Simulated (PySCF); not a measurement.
C₆H₆F₄.
Structure used (GFN2-xTB), in Å, numbered top down from 1:
```xyz
16
C6H6F4 angstrom
C      2.9719    0.3840    0.9626
C      1.7880    0.2926    0.1414
C      0.8088    0.2245   -0.5453
C     -0.3906    0.1353   -1.3565
C     -1.5552   -0.4499   -0.5561
F     -2.6135   -0.7031   -1.3920
C     -2.0497    0.5107    0.5352
F     -2.2818    1.7426    0.0733
F     -1.1527    0.6250    1.5237
F     -3.1847    0.0812    1.0963
H      2.6917    0.6750    1.9739
H      3.4804   -0.5787    0.9959
H      3.6506    1.1304    0.5522
H     -0.6697    1.1250   -1.7300
H     -0.2132   -0.5196   -2.2142
H     -1.2879   -1.3986   -0.0719
```

PySCF closed-shell single points with density fitting, gas phase. The input was altered on purpose; the results of an altered input aren't properties of the species above.

Task: What comes out at PBE0/def2-SVP with: at most 90 cycles, all coordinates scaled by 1.03?

Result: E = -630.4269 Eh; HOMO -7.53 eV, LUMO 0.80 eV (gap 8.33 eV), in 11 cycles. The distance C1···C2 goes from 1.444 to 1.487 Å, the nuclear repulsion from 561.16 to 544.81 Eh (it goes as one over the scale factor).

The SCF part of the output:
```
final grid: 145896 points
cycle   1  E = -630.2112574467  dE =  9.753e-01  |g| = 1.076e+00  |ddm| = 4.251e+00
cycle   2  E = -629.8933037461  dE =  3.180e-01  |g| = 1.774e+00  |ddm| = 2.486e+00
cycle   3  E = -630.4235476410  dE = -5.302e-01  |g| = 1.139e-01  |ddm| = 1.625e+00
cycle   4  E = -630.4234164652  dE =  1.312e-04  |g| = 1.170e-01  |ddm| = 2.065e-01
cycle   5  E = -630.4266666974  dE = -3.250e-03  |g| = 2.663e-02  |ddm| = 1.124e-01
cycle   6  E = -630.4268464640  dE = -1.798e-04  |g| = 5.111e-03  |ddm| = 2.960e-02
cycle   7  E = -630.4268512914  dE = -4.827e-06  |g| = 1.866e-03  |ddm| = 7.010e-03
cycle   8  E = -630.4268518685  dE = -5.771e-07  |g| = 2.147e-04  |ddm| = 2.062e-03
cycle   9  E = -630.4268518777  dE = -9.211e-09  |g| = 9.720e-05  |ddm| = 3.222e-04
cycle  10  E = -630.4268518793  dE = -1.607e-09  |g| = 2.420e-05  |ddm| = 9.816e-05
cycle  11  E = -630.4268518794  dE = -6.776e-11  |g| = 1.434e-05  |ddm| = 3.558e-05
converged SCF energy = -630.4268518794
```

Task: What comes out at PBE0/def2-SVP with: at most 90 cycles, all coordinates scaled by 1.03?

Result: E = -630.4269 Eh; HOMO -7.53 eV, LUMO 0.80 eV (gap 8.33 eV), in 11 cycles. The distance C1···C2 goes from 1.444 to 1.487 Å, the nuclear repulsion from 561.16 to 544.81 Eh (it goes as one over the scale factor).

Coordinates of the altered input:
```
atom  x, y, z in Å
C1     3.0611    0.3955    0.9915
C2     1.8416    0.3014    0.1456
C3     0.8330    0.2312   -0.5616
C4    -0.4023    0.1394   -1.3972
C5    -1.6018   -0.4634   -0.5728
F6    -2.6919   -0.7242   -1.4337
C7    -2.1112    0.5260    0.5513
F8    -2.3502    1.7949    0.0755
F9    -1.1873    0.6438    1.5695
F10   -3.2803    0.0836    1.1292
H11    2.7725    0.6952    2.0331
H12    3.5848   -0.5961    1.0258
H13    3.7601    1.1643    0.5688
H14   -0.6898    1.1588   -1.7819
H15   -0.2196   -0.5352   -2.2806
H16   -1.3265   -1.4405   -0.0740
```

The SCF part of the output:
```
final grid: 145896 points
cycle   1  E = -630.2112574131  dE =  9.753e-01  |g| = 1.076e+00  |ddm| = 4.251e+00
cycle   2  E = -629.8933035784  dE =  3.180e-01  |g| = 1.774e+00  |ddm| = 2.486e+00
cycle   3  E = -630.4235476376  dE = -5.302e-01  |g| = 1.139e-01  |ddm| = 1.625e+00
cycle   4  E = -630.4234164630  dE =  1.312e-04  |g| = 1.170e-01  |ddm| = 2.065e-01
cycle   5  E = -630.4266666957  dE = -3.250e-03  |g| = 2.663e-02  |ddm| = 1.124e-01
cycle   6  E = -630.4268464624  dE = -1.798e-04  |g| = 5.111e-03  |ddm| = 2.960e-02
cycle   7  E = -630.4268512899  dE = -4.827e-06  |g| = 1.866e-03  |ddm| = 7.010e-03
cycle   8  E = -630.4268518670  dE = -5.771e-07  |g| = 2.147e-04  |ddm| = 2.062e-03
cycle   9  E = -630.4268518762  dE = -9.210e-09  |g| = 9.720e-05  |ddm| = 3.222e-04
cycle  10  E = -630.4268518778  dE = -1.605e-09  |g| = 2.420e-05  |ddm| = 9.816e-05
cycle  11  E = -630.4268518778  dE = -6.730e-11  |g| = 1.434e-05  |ddm| = 3.558e-05
converged SCF energy = -630.4268518778
```
